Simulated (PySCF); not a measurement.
These are PBE0-D3(BJ)/def2-TZVP (PySCF) values and carry that method's errors. Isolated molecules, 0 K electronic values unless said otherwise. Excitations are Tamm–Dancoff values on a coarser integration grid. The basis has no diffuse functions, so Rydberg states are missing or too high.

Reference species (SMILES): `[GaH2][F]` (neutral, multiplicity 1).

dipole moment: 2.23 D
T1 excitation (TDA): 5.31 eV

Changed species: `[F][Ga]([F])[F]` (3 of 3 H replaced by F; the reference has 1 of 3 H replaced by F).

**Question.** Predict the effect on the dipole moment and T1 excitation (TDA).

**Answer.** the dipole moment drops by 2.23 D, to 0.00 D; the T1 excitation (TDA) goes up by 1.85 eV, to 7.16 eV.
